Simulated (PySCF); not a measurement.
**Continuum solvent and chemical shifts**

Bonds (- single, = double, # triple, : aromatic): N1-Si2, Si2-Si3, Si2-C4, C4:C5, C5:C6, C6:N7, N7:C8, C8:C9, C9:C4. N1 carries H10, H11; Si2 carries H12; Si3 carries H13, H14, H15; C5 carries H16; C6 carries H17; C8 carries H18; C9 carries H19. Stereochemistry as in N[Si@@H]([SiH3])c1ccncc1.

GIAO PBE0/pcSseg-1 in PySCF on one PBE0-D3(BJ)/def2-SVP conformer, non-relativistic, equivalent nuclei averaged. Solvents enter as an IEF-PCM continuum (cyclohexane with ε = 2.0, methanol with ε = 32.6) around the gas-phase geometry. Shifts are referred to TMS computed in the same medium.

Gas phase, δ in ppm: Si2 -28.7, Si3 -103.1, C6/C8 155.1, C4 149.8, C5/C9 133.8, H17/H18 8.78, H16/H19 7.63, H12 5.56, H13/H14/H15 3.45, H10/H11 0.39. Dipole moment 3.05 D.

Q: How does each δ change in the continuum?

A: 
```tsv
atoms	environment	Δδ, cyclohexane	Δδ, methanol
Si2	silicon bonded to C, N, Si, H	-0.1	-0.3
Si3	silicon bonded to Si, 3 H	+0.3	+0.6
C6/C8	aromatic CH next to a ring nitrogen	+0.3	+0.7
C4	substituted aromatic carbon	+1.9	+4.8
C5/C9	aromatic CH	+1.0	+2.6
H17/H18	hydrogen on an aromatic CH next to a ring nitrogen	0.00	0.00
H16/H19	hydrogen on an aromatic CH	+0.11	+0.29
H12	hydrogen on a silicon bonded to C, N, Si	-0.02	-0.05
H13/H14/H15	hydrogen on a silicon bonded to Si	-0.02	-0.06
H10/H11	hydrogen on a nitrogen bonded to Si	+0.21	+0.51
```

Changes are relative to the gas phase. The dipole moment becomes 3.43 D in cyclohexane, 4.08 D in methanol.

Q: Which nuclei move most (in ppm), and what does the model miss?

A: C4 (substituted aromatic carbon, +4.8 ppm) in methanol. A continuum only polarises the solute; specific hydrogen bonds, the anisotropy of aromatic solvents and changes of geometry or conformer are outside it.
